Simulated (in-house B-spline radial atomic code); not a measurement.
**Ir VII (Ir6+): [Xe] (4f5/2)6 (4f7/2)7 (5d5/2)3 9s1 (an excited or competing configuration)**

Method: Dirac-Hartree-Fock, average of the jj configuration, Fermi nucleus of rms radius 5.4032 fm. Calculated with a radial B-spline atomic code at the basis-set limit.

Z_r = [3n² - l(l+1)]/(2<r>); Z_e = n√(-2ε); the last column is Slater's effective charge. Values are occupation-weighted means over j. An effective charge above Z reflects the relativistic contraction of the inner shells.

```
shell  electrons   ε (eV)  <r> (bohr)    Z_r    Z_e  Slater
   1s          2   -76721     0.01744  86.01  75.09   76.70
   2s          2   -13656     0.07292  82.28  63.36   72.85
   2p          6   -11972     0.06576  76.03  59.33   72.85
   3s          2  -3347.1      0.1895  71.23  47.05   65.75
   3p          6  -2839.3      0.1901  65.77  43.34   65.75
   3d         10  -2233.3      0.1734  60.57  38.44   55.85
   4s          2  -836.31      0.4222  56.84  31.36   49.25
   4p          6  -664.52       0.447  51.46  27.95   49.25
   4d         10  -438.76      0.4753  44.19  22.72   37.85
   5s          2   -215.2      0.9559  39.23  19.89   20.20
   4f         13  -192.49      0.5158  34.90  15.05   26.80
   5p          6  -163.69       1.067  34.20  17.34   20.20
   5d          3  -102.15       1.327  26.00  13.70    9.30
   9s          1   -17.82       8.062  15.07  10.30    7.00
```

The least bound orbital is 9s1/2 at -17.82 eV, and it is also the most diffuse (<r> = 8.062 bohr). The part-filled 4f shell lies below the filled 5p shell in orbital energy.

For the 1s electron the small component carries 8.5 % of the norm, the zero-frequency Breit interaction raises the level by 277.9 eV, self-energy by 176 eV, and vacuum polarisation lowers it by 34.82 eV.
